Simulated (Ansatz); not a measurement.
Abridged output of a molecular run in Ansatz:

```
Functional definition: HF
  name "HF"
  cite "Fock, Z. Phys. 61, 126 (1930) doi:10.1007/BF01340294"
  parent pbe
  exchange = exact_x
  correlation = 0
1628 factors; integrals over basis functions are off by at most 1.1e-3 eV
mean field evaluation 1: about -14236.7598 eV, gradient 4.3e1 eV
mean field evaluation 2: about -14236.9781 eV, gradient 4.3e1 eV
mean field evaluation 4: about -14241.1743 eV, gradient 4.1e0 eV
mean field evaluation 8: about -14241.2364 eV, gradient 2.5e-1 eV
mean field evaluation 16: about -14241.2366 eV, gradient 1.3e-6 eV
mean field -14241.23661023 eV, -523.3557923690 hartree, gradient 1.3e-6 eV, S^2 0.000000; 0 other end points of the search recorded, 0 dependent functions left out
9 core orbitals not correlated: weight in the atoms' cores, before any rotation towards them, 1.000 or more for the frozen orbitals, at most 0.000 for the correlated occupied ones
reference -14241.23661023 eV, -523.3557923690 hartree; 16, 16 occupied and 253, 253 virtual orbitals, 1628 factors
second order -25.49336883 eV of doubles, -0.00000000 eV of singles
cycle   1  -26.08021889 eV  change   -5.9e-1 eV  update   9.8e-2
cycle   2  -26.65744447 eV  change   -5.8e-1 eV  update   2.8e-2
cycle   3  -26.77615543 eV  change   -1.2e-1 eV  update   1.3e-2
cycle   4  -26.76783950 eV  change    8.3e-3 eV  update   2.9e-3
cycle   5  -26.76673260 eV  change    1.1e-3 eV  update   1.2e-3
cycle   6  -26.76723110 eV  change   -5.0e-4 eV  update   3.7e-4
cycle   7  -26.76708372 eV  change    1.5e-4 eV  update   1.4e-4
cycle   8  -26.76701135 eV  change    7.2e-5 eV  update   4.6e-5
cycle   9  -26.76701406 eV  change   -2.7e-6 eV  update   2.1e-5
perturbative correction -0.93685393 eV, -0.0344287471 hartree
Total energy: -14268.94047822 eV, -524.3738907393 hartree
```

Its atoms:

Z-matrix (Å, degrees):
```
Si
C 1 1.877
N 1 1.719 2 108.7
H 1 1.496 2 107.6 3 125.4
H 1 1.488 2 111.5 3 -117.2
C 2 1.504 1 114.1 3 -178.0
H 2 1.094 1 108.1 3 59.0
H 2 1.097 1 107.9 3 -56.5
H 3 1.008 1 120.3 2 59.6
H 3 1.007 1 119.2 2 -157.7
F 6 1.389 2 110.7 1 178.4
H 6 1.095 2 111.7 1 59.2
H 6 1.095 2 111.6 1 -62.5
```

Which basis set was used?
A. def2-QZVPP
B. cc-pV(Q+d)Z
C. def2-SVP
D. def2-TZVPP

D. It gives 278 functions.

Write the keys of the input that set method, charge and spin (a neutral closed shell needs none for the last two).


```yaml
correlation: {method: ccsd_t}
```
